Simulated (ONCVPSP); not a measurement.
**What one change does to a pseudopotential (V (Z = 23), ONCV)**

```json
{
  "Element": "vanadium",
  "Generator": "ONCVPSP 4.0.1",
  "Type": "optimised norm-conserving Vanderbilt (ONCV)",
  "Functional": "PBE",
  "Relativity": "scalar-relativistic",
  "Frozen core": "[Ne]",
  "Valence charge": "13",
  "Reference configuration": "3s2 3p6 3d3 4s2",
  "Partial waves": "3s+4s: rc 1.75 bohr, ncon 4, nbas 7, qcut 6.4 1/bohr, 2 projectors; 3p: rc 1.65 bohr, ncon 4, nbas 7, qcut 6.7 1/bohr, 2 projectors, debl 3.2 Ha; 3d: rc 1.15 bohr, ncon 3, nbas 8, qcut 7.5 1/bohr, 2 projectors, debl 3.5 Ha; f scattering state at 0.09 Ha: rc 1.90 bohr, ncon 4, nbas 7, qcut 5.5 1/bohr, 2 projectors, debl 0.9 Ha",
  "Local potential": "polynomial inside 1.00 bohr (lpopt 4, dvloc0 2 Ha)",
  "Core correction": "none"
}
```

All-electron outer shells of the reference configuration (PBE, scalar-relativistic, ld1.x):

| shell | level (eV) | outermost node (bohr) | outermost maximum (bohr) |
| --- | --- | --- | --- |
| 2p | -503.16 | – | 0.21 |
| 3s | -70.24 | 0.38 | 0.82 |
| 3p | -44.04 | 0.35 | 0.84 |
| 3d | -5.16 | – | 0.90 |
| 4s | -4.70 | 1.17 | 2.76 |

Change: d: qcut 5.9.

Cutoffs: the cutoffs (Ha) at which the residual kinetic energy of the hardest occupied pseudo-wave falls to 1 and 0.1 mHa per electron; they do not see the model core or the augmentation charge, which bear on the density cutoff. Errors are all-electron minus pseudo energies relative to the spin-unpolarised reference configuration.

Task: What does the change do?

Result: Of the 4 tests that both files solve, the error grows in 4 and shrinks in 0 by more than 15 % and 0.3 meV (median size 1.8 → 7.5 meV); neither file shows a bound ghost.

```csv
quantity,base,changed
bound ghosts,none,none
GHOST(+) flags under 300 eV,none,none
"error for 3s2 3p6 3d3 4s1, meV [ΔE 7.74 eV]",-0.7,-1.0
"error for 3s2 3p6 3d3 4s0, meV [ΔE 22.03 eV]",-2.2,-3.8
"error for 3s2 3p6 3d2 4s0, meV [ΔE 50.93 eV]",-17,-36
"error for 3s2 3p6 3d2 4s2 4p1, meV [ΔE 5.78 eV]",+1.5,-11
s: phases at 1.78 bohr within 0.05 rad from the reference energy up to (Ha; the scan ends near 5),to the end of the scan,to the end of the scan
p: phases at 1.68 bohr within 0.05 rad from the reference energy up to (Ha; the scan ends near 5),to the end of the scan,to the end of the scan
d: phases at 1.17 bohr within 0.05 rad from the reference energy up to (Ha; the scan ends near 5),to the end of the scan,to the end of the scan
f: phases at 1.93 bohr within 0.05 rad from the reference energy up to (Ha; the scan ends near 5),to the end of the scan,to the end of the scan
```
